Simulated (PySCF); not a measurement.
# UHF on Zr (zirconium, neutral)

Configuration: [Kr] 4d4, high-spin 5D determinant (an excited configuration). Calculation: PySCF 2.14, in aug-cc-pwCVTZ-PP with ECP28MDF (8s8p7d4f3g, 122 functions); scalar relativity through the core potential.

```json
{
  "Total energy": "-46.214527 hartree",
  "One-electron energy": "-79.0402 hartree",
  "Hartree (Coulomb) energy": "38.3731 hartree",
  "Exchange energy": "-5.5475 hartree",
  "⟨S²⟩": "6.0057",
  "⟨L²⟩": "6.040",
  "Sum of ⟨r⟩": "21.47 bohr",
  "Sum of ⟨r²⟩": "51.98 bohr²",
  "Traceless quadrupole moment −½Σ⟨3z² − r²⟩ along its main axis": "-2.54 e·bohr²",
  "Time after the integrals": "about 6 core-seconds"
}
```

```csv
shell,electrons,mean orbital energy (hartree),spread (hartree),"rms radius, mean of both spins (bohr)"
4s α,1,-2.38003,0,1.32
4s β,1,-2.27199,0,1.32
4p α,3,-1.41999,0.01902,1.50
4p β,3,-1.25853,0.03169,1.50
4d α,4,-0.17533,0.03758,2.95
```

Energies and moments cover only the electrons outside the core potential.
